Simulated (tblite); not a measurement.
Input of a run (GFN2-xTB geometry optimisation, gas phase (tblite 0.8.0)), started from a force field or distance geometry:
```
{"job": {"kind": "relax", "xc": "GFN2-xTB", "basis": "xTB"}, "charge": 0, "multiplicity": 1}
Si     2.872900     1.108800     0.958500
O      1.425700     0.543900     0.319600
C      1.375300    -0.817900    -0.122800
Si    -0.290200    -1.342800    -0.819300
Si    -0.841300    -0.020300    -2.580700
Si    -1.909200    -1.115100     0.787400
Si    -2.046500     1.083000     1.436600
H      3.932700     0.971500    -0.060400
H      2.711000     2.533100     1.334700
H      3.213800     0.301200     2.154500
H      2.115100    -0.968300    -0.913600
H      1.613100    -1.489700     0.706900
H     -0.210000    -2.777300    -1.228700
H      0.186300    -0.150800    -3.662300
H     -2.161100    -0.418500    -3.138800
H     -0.927300     1.407800    -2.169200
H     -3.207600    -1.578200     0.244600
H     -1.580000    -1.993800     1.953600
H     -3.193800     1.263000     2.377000
H     -2.268500     1.956500     0.266900
H     -0.819400     1.521000     2.154900
```

Output (eV, eV/Å):
```
step      E/eV     max force
  0    -598.35985    0.982
  1    -598.43352    0.574
  2    -598.49398    0.378
  3    -598.50961    0.347
  4    -598.54626    0.335
  5    -598.56447    0.410
  6    -598.60802    0.447
  7    -598.63622    0.413
  8    -598.65553    0.246
  9    -598.66344    0.162
 10    -598.66809    0.128
 11    -598.67198    0.136
 12    -598.67535    0.128
 13    -598.67870    0.127
 14    -598.68258    0.166
 15    -598.68710    0.188
 16    -598.69186    0.188
 17    -598.69619    0.166
 18    -598.70024    0.165
 19    -598.70482    0.191
 20    -598.71031    0.223
 21    -598.71603    0.216
 22    -598.72052    0.192
 23    -598.72332    0.108
 24    -598.72544    0.111
 25    -598.72801    0.140
 26    -598.73142    0.169
 27    -598.73535    0.194
 28    -598.73876    0.144
 29    -598.74132    0.109
 30    -598.74338    0.116
 31    -598.74507    0.102
 32    -598.74654    0.082
 33    -598.74783    0.083
 34    -598.74911    0.101
 35    -598.75057    0.111
 36    -598.75216    0.096
 37    -598.75354    0.099
 38    -598.75454    0.090
 39    -598.75529    0.062
 40    -598.75609    0.080
 41    -598.75718    0.088
 42    -598.75867    0.138
 43    -598.76063    0.166
 44    -598.76286    0.144
 45    -598.76486    0.136
 46    -598.76615    0.101
 47    -598.76692    0.075
 48    -598.76761    0.073
 49    -598.76845    0.093
 50    -598.76950    0.113
 51    -598.77054    0.111
 52    -598.77128    0.089
 53    -598.77177    0.066
 54    -598.77225    0.055
 55    -598.77282    0.061
 56    -598.77344    0.065
 57    -598.77409    0.061
 58    -598.77475    0.052
 59    -598.77537    0.047
 60    -598.77581    0.041
 61    -598.77606    0.032
 62    -598.77623    0.032
 63    -598.77649    0.043
 64    -598.77696    0.081
 65    -598.77776    0.111
 66    -598.77870    0.099
 67    -598.77932    0.048
 68    -598.77961    0.045
 69    -598.77982    0.041
 70    -598.78010    0.053
 71    -598.78044    0.051
 72    -598.78071    0.030
 73    -598.78086    0.023
 74    -598.78096    0.023
 75    -598.78107    0.028
 76    -598.78118    0.025
 77    -598.78127    0.024
 78    -598.78132    0.016
 79    -598.78135    0.014
 80    -598.78140    0.021
 81    -598.78147    0.024
 82    -598.78153    0.019
 83    -598.78157    0.015
 84    -598.78161    0.015
 85    -598.78165    0.018
 86    -598.78170    0.022
 87    -598.78175    0.020
 88    -598.78181    0.016
 89    -598.78185    0.018
 90    -598.78192    0.031
 91    -598.78203    0.037
 92    -598.78214    0.029
 93    -598.78223    0.023
 94    -598.78227    0.019
 95    -598.78231    0.016
 96    -598.78239    0.024
 97    -598.78253    0.041
 98    -598.78278    0.054
 99    -598.78304    0.045
100    -598.78322    0.031
101    -598.78330    0.025
102    -598.78338    0.021
103    -598.78350    0.036
104    -598.78371    0.047
105    -598.78394    0.039
106    -598.78407    0.027
107    -598.78413    0.019
108    -598.78418    0.016
109    -598.78425    0.023
110    -598.78441    0.033
111    -598.78466    0.038
112    -598.78494    0.033
113    -598.78512    0.035
114    -598.78523    0.034
115    -598.78536    0.029
116    -598.78556    0.042
117    -598.78587    0.056
118    -598.78633    0.059
119    -598.78673    0.047
120    -598.78712    0.048
121    -598.78761    0.054
122    -598.78816    0.057
123    -598.78858    0.063
124    -598.78884    0.050
125    -598.78918    0.031
126    -598.78937    0.032
127    -598.78973    0.045
128    -598.78998    0.053
129    -598.79039    0.055
130    -598.79086    0.051
131    -598.79127    0.034
132    -598.79149    0.021
133    -598.79158    0.022
134    -598.79165    0.023
135    -598.79174    0.023
136    -598.79185    0.029
137    -598.79196    0.029
138    -598.79204    0.018
139    -598.79208    0.015
140    -598.79211    0.013
141    -598.79215    0.014
142    -598.79220    0.017
143    -598.79225    0.020
144    -598.79231    0.019
145    -598.79237    0.016
146    -598.79241    0.011
147    -598.79244    0.012
148    -598.79247    0.011
149    -598.79250    0.014
150    -598.79256    0.020
151    -598.79265    0.025
152    -598.79280    0.037
153    -598.79299    0.042
154    -598.79316    0.034
155    -598.79325    0.019
156    -598.79330    0.014
157    -598.79335    0.014
158    -598.79341    0.017
159    -598.79346    0.018
160    -598.79350    0.014
161    -598.79355    0.013
162    -598.79360    0.020
163    -598.79366    0.022
164    -598.79370    0.014
165    -598.79373    0.010
166    -598.79374    0.011
167    -598.79377    0.016
168    -598.79380    0.020
169    -598.79384    0.016
170    -598.79386    0.010
171    -598.79388    0.009
```

Problem. Summarise the run.

Solution. The energy falls by 0.434 eV over 171 L-BFGS steps, the largest force on an atom goes from 0.98 to 0.009 eV/Å, and the atoms move by 0.480 Å rms after alignment. The bond that changes most is Si1–O2 (oxygen-bound silicon to silyl ether oxygen), which shortens by 0.058 Å. Bonds longer at the end by more than 0.005 Å: 4 of 20; shorter: 14. Among the angles that change most is O2–C3–Si4, from 114.3° to 103.5°. Among the dihedrals that turn most is H17–Si6–Si7–H19, from 54° to 31°. The energy never rose by more than 1e-5 eV on the way. The first step brought 17 % of the lowering.

Problem. What are the final bond lengths?

Solution. Si1–O2 1.622 Å, O2–C3 1.418 Å, C3–Si4 1.915 Å, Si4–Si5 2.321 Å, Si4–Si6 2.331 Å, Si6–Si7 2.317 Å, Si1–H8 1.467 Å, Si1–H9 1.453 Å, Si1–H10 1.467 Å, C3–H11 1.093 Å, C3–H12 1.094 Å, Si4–H13 1.482 Å, Si5–H14 1.468 Å, Si5–H15 1.467 Å, Si5–H16 1.465 Å, Si6–H17 1.476 Å, Si6–H18 1.477 Å, Si7–H19 1.469 Å, Si7–H20 1.465 Å, Si7–H21 1.464 Å. Numbering counts from 1 in the input's order; the species is `[SiH3]OC[Si@H]([SiH3])[SiH2][SiH3]`.

Time: 7.5 s of wall time. Hardware: one thread, Intel Xeon at 2.50 GHz (x86_64), on a shared host.

Its lowest GFN2-xTB frequency is 12 cm⁻¹, too small to tell a flat minimum from a shallow saddle. The numbers are those of one conformer.

All values are computed, not measured.
